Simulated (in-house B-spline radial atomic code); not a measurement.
Radial electron density of the rhenium ion Re³⁺, [Xe] 4f14 5d4. Level of theory: scalar-relativistic (X2C) PBE0, spin-polarised, spherical fractional occupations, exact exchange averaged over the configuration, Fermi nucleus of rms radius 5.3698 fm; calculated with a B-spline radial code for spherical atoms.

One-electron X2C: radii and densities carry no picture-change correction, so inner-shell <1/r> comes out high (for 1s by about 2 % at Z = 33, 5 % at 54, 10 % at 75, 30 % at 118) and <r> low.

Columns: r (bohr), 4πr²n(r) (electrons per bohr), bar.

```
 0.00033    2.929 #
0.000408    3.944 #
0.000505      5.3 ##
0.000624    7.078 ##
0.000772    9.428 ###
0.000955    12.49 ####
 0.00118    16.43 #####
 0.00146    21.49 #######
 0.00181    27.92 #########
 0.00223     35.6 ###########
 0.00276    44.99 ##############
 0.00342    55.92 ##################
 0.00423    67.88 ######################
 0.00523    80.19 #########################
 0.00647    91.71 #############################
   0.008    100.8 ################################
  0.0099    105.8 ##################################
  0.0122    105.7 ##################################
  0.0151    100.8 ################################
  0.0187    93.94 ##############################
  0.0232    90.33 #############################
  0.0286    95.24 ##############################
  0.0354    110.2 ###################################
  0.0438    128.7 #########################################
  0.0542    138.5 ############################################
   0.067    131.1 ##########################################
  0.0829    113.6 ####################################
   0.103    106.2 ##################################
   0.127    117.6 #####################################
   0.157    126.9 ########################################
   0.194    109.5 ###################################
    0.24    77.34 #########################
   0.297    65.75 #####################
   0.367    75.92 ########################
   0.454    75.88 ########################
   0.562     55.1 #################
   0.695    32.88 ##########
    0.86    21.38 #######
    1.06    16.15 #####
    1.32    10.95 ###
    1.63    6.085 ##
    2.01    2.761 #
    2.49    1.001 
    3.08   0.2834 
    3.81  0.05551 
    4.71 0.006433 
    5.82 0.0003756
```

On this grid the curve has 4 maxima, near 0.0099, 0.0542, 0.157, 0.367 bohr.

The 5d up radial function P(r) = rR(r), positive near the nucleus:

| r (bohr) | P |
| --- | --- |
| 0.00647 | 0.0009476 |
| 0.0099 | 0.002875 |
| 0.0151 | 0.008388 |
| 0.0232 | 0.02357 |
| 0.0354 | 0.0595 |
| 0.0542 | 0.1306 |
| 0.0829 | 0.2254 |
| 0.127 | 0.2512 |
| 0.194 | 0.05462 |
| 0.297 | -0.3002 |
| 0.454 | -0.3366 |
| 0.695 | 0.1795 |
| 1.06 | 0.7424 |
| 1.63 | 0.8146 |
| 2.49 | 0.4532 |
| 3.81 | 0.1167 |
| 5.82 | 0.009687 |
